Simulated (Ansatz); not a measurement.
Consider the cleavage of the Al–B bond: `[CH3][AlH][BH]N` + `O[SiH3]` → `[CH3][AlH][O][SiH3]` + `BN`.

Calculated with Ansatz (gas phase, PBE0-D4/def2-TZVP geometries, no zero-point term in ΔE). CBS: MP2 limit from def2 TZ/QZ plus the TZ coupled-cluster correction, frozen cores. This one scheme is used for every species. Functionals use def2-TZVPP. HSE06 is defined as in plane-wave codes. Each species was taken in one conformer, which may not be the lowest.

```
         level  ΔE (eV)  difference from CCSD(T)/CBS
        B97M-V    -2.19                        -0.05
    r2SCAN0-D4    -2.17                        -0.03
      PBE-QIDH    -2.12                         0.02
          PBE0    -2.00                         0.14
       r2SCANh    -2.15                        -0.01
         HSE06    -1.99                         0.15
       LC-ωPBE    -2.08                         0.06
  MP2/def2-SVP    -2.28                        -0.14
 HF/def2-TZVPP    -2.36                        -0.22
MP2/def2-QZVPP    -2.24                        -0.10
   CCSD(T)/CBS    -2.14                            0
```

Largest T1 diagnostic among the species: 0.012.

From PBE to PBE0 (25 % exact exchange), in def2-TZVPP and without D4, ΔE moves by −0.07 eV. In def2-TZVPP, CCSD(T) changes the Hartree–Fock value by +0.22 eV (the triples alone add +0.03 eV) and MP2 by +0.13 eV.
